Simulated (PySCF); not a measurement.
Computed shifts of a molecule C2H8FNSi2, PySCF with PBE0/pcSseg-1, GIAO, gas phase, atoms alike by connectivity averaged where their shifts nearly agree, in ppm (number of nuclei): ¹⁵N: 24.2 (1). ²⁹Si: -14.4 (1), -80.0 (1). ¹³C: 97.7 (1), 13.4 (1). ¹⁹F: -198.0 (1). ¹H: 5.15 (1), 5.04 (1), 4.23 (1), 3.97 (1), 2.14 (1), 1.57 (1), 1.20 (1), 1.08 (1). References: ¹⁵N against NH3 (σ = 267.4 ppm); ²⁹Si against TMS (σ = 352.7 ppm); ¹³C against TMS (σ = 186.3 ppm); ¹⁹F against CFCl3 (σ = 167.2 ppm); ¹H against TMS (σ = 31.56 ppm), references at their B3LYP-D3(BJ)/def2-TZVP geometries, non-relativistic. Geometry: r2SCAN-D4/def2-SVP. Other conformers were not sampled.

Question: Which structure fits?
A. N[Si@H]1CC[Si@H]1F
B. N[Si@H]1[SiH2]C[C@@H]1F
C. C[Si@]1(F)C[SiH2]N1
D. CN1[SiH2]C[Si@H]1F

Answer: B, N[Si@H]1[SiH2]C[C@@H]1F
